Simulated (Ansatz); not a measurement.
C6H6N (SMILES Nc1[c]cccc1), doublet (typed; the unrestricted solution is spin-contaminated), at a GFN2-xTB geometry; MP2/STO-3G (Ansatz, a first-principles code).

Here is a job for Ansatz.
Ansatz 0.2 input:
```yaml
crystal:
  periodic: [false, false, false]
  atoms:
    - {symbol: N, position_ang: [2.29860263, -0.10269741, -0.43202811]}
    - {symbol: C, position_ang: [0.94730490, -0.07104129, -0.15047653]}
    - {symbol: C, position_ang: [0.15454108, -1.19702592, -0.15877412]}
    - {symbol: C, position_ang: [-1.18662254, -1.21384003, 0.04392116]}
    - {symbol: C, position_ang: [-1.83247905, 0.00333077, 0.27756657]}
    - {symbol: C, position_ang: [-1.08410192, 1.16547363, 0.29608986]}
    - {symbol: C, position_ang: [0.28195560, 1.14034632, 0.08972417]}
    - {symbol: H, position_ang: [2.75252956, -0.99209279, -0.30019751]}
    - {symbol: H, position_ang: [2.83504755, 0.69160033, -0.12177972]}
    - {symbol: H, position_ang: [-1.75091955, -2.13455025, 0.02770138]}
    - {symbol: H, position_ang: [-2.89960850, 0.02395912, 0.44019263]}
    - {symbol: H, position_ang: [-1.57189258, 2.11263484, 0.47896231]}
    - {symbol: H, position_ang: [0.86103691, 2.05386958, 0.11101112]}
basis:
  gaussian:
    orbitals: STO-3G
magnetization: {spin_polarized: true, initial_magnetization: 1}
correlation: {method: mp2}
```

Q: Write the output that Ansatz gives for this input, abridged.

A: 
```
Functional definition: HF
581 factors; integrals over basis functions are off by at most 4.4e-5 eV
mean field evaluation 1: about -7658.9322 eV, gradient 1.5e1 eV
mean field evaluation 2: about -7659.2430 eV, gradient 1.5e1 eV
mean field evaluation 4: about -7661.3320 eV, gradient 2.0e0 eV
mean field evaluation 8: about -7661.4106 eV, gradient 8.5e-1 eV
mean field evaluation 16: about -7662.1210 eV, gradient 2.3e-6 eV
mean field evaluation 32: about -7661.1305 eV, gradient 6.9e0 eV
mean field evaluation 64: about -7658.4093 eV, gradient 5.2e-4 eV
mean field -7662.12099469 eV, -281.5777529827 hartree, gradient 1.4e-6 eV, S^2 1.703263; 3 other end points of the search recorded, 0 dependent functions left out
7 core orbitals not correlated
reference -7662.12099469 eV, -281.5777529827 hartree; 18, 17 occupied and 16, 17 virtual orbitals, 581 factors
second order -8.09297673 eV of doubles, -0.00000000 eV of singles
Total energy: -7670.21397142 eV, -281.8751643919 hartree
```
